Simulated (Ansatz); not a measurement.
The cluster B8H14, relaxed as a singlet with RKS r2SCAN-D4/def2-SVP in Ansatz, starting from the GFN1-xTB geometry. Force threshold 0.02 eV/Å.

Another isomer (singlet) lies 1.62 eV lower at PBE0-D4/def2-TZVP; other spin states weren't run for this one.

Start:

| atom | x (Å) | y (Å) | z (Å) |
| --- | --- | --- | --- |
| B1 | -1.7631 | 0.7107 | -0.1634 |
| B2 | -0.0442 | -1.4610 | 1.2140 |
| B3 | 2.0208 | -0.2770 | -0.8694 |
| B4 | 1.3508 | -0.3428 | 0.6476 |
| B5 | -0.2879 | 0.3842 | 0.9489 |
| B6 | 0.9863 | 0.9758 | -1.7170 |
| B7 | -1.6844 | -0.8096 | 0.8130 |
| B8 | -0.0883 | 1.4296 | -0.5371 |
| H9 | -1.5054 | 0.9660 | -1.3418 |
| H10 | -1.1137 | -1.9629 | 0.4983 |
| H11 | 2.2303 | 1.0113 | -1.2007 |
| H12 | 2.9648 | -0.8710 | -1.2827 |
| H13 | -2.5372 | -0.9769 | 1.6085 |
| H14 | -0.2565 | 2.5947 | -0.3212 |
| H15 | 2.0623 | -0.3207 | 1.6103 |
| H16 | -0.3752 | 0.9730 | 1.9768 |
| H17 | 1.0789 | 1.4002 | -2.8245 |
| H18 | -2.6389 | 1.3776 | 0.2659 |
| H19 | 1.0722 | -0.3633 | -1.8169 |
| H20 | -2.2158 | -0.5721 | -0.3810 |
| H21 | -0.0856 | -1.8593 | 2.3253 |
| H22 | 0.8297 | -2.0065 | 0.5471 |

| step | energy (eV) | largest force component (eV/Å) | SCF passes |
| --- | --- | --- | --- |
| 1 | -5628.6296 | 1.255 | 19 |
| 2 | -5629.0521 | 1.002 | 18 |
| 3 | -5629.3098 | 0.263 | 19 |
| 4 | -5629.3235 | 0.272 | 18 |
| 5 | -5629.3709 | 0.112 | 20 |
| 6 | -5629.3730 | 0.067 | 22 |
| 7 | -5629.3737 | 0.024 | 14 |
| 8 | -5629.3739 | 0.011 | 14 |

Force components are those of the run's own axes.

End:

```xyz
22

B    -1.713    0.730   -0.042
B    -0.073   -1.333    1.290
B     1.960   -0.308   -0.933
B     1.265   -0.375    0.625
B    -0.401    0.384    1.082
B     0.977    0.904   -1.737
B    -1.684   -0.819    0.799
B    -0.120    1.357   -0.510
H    -1.262    1.032   -1.221
H    -0.982   -1.920    0.451
H     2.236    0.951   -1.288
H     2.913   -0.935   -1.339
H    -2.629   -1.147    1.458
H    -0.186    2.543   -0.264
H     2.024   -0.250    1.563
H    -0.450    1.011    2.107
H     1.054    1.355   -2.858
H    -2.687    1.363    0.259
H     1.042   -0.422   -1.900
H    -2.102   -0.516   -0.450
H    -0.109   -1.891    2.352
H     0.929   -1.714    0.556
```

By distances, no bond broke or formed. The bond that changes most is B2–B5, from 1.88 to 1.76 Å (atoms count from 1).

No frequencies were taken in this run, so the end may be a saddle point.

Hardware: 4 threads of Arm Neoverse V1 on a shared host. Wall time 30 s.
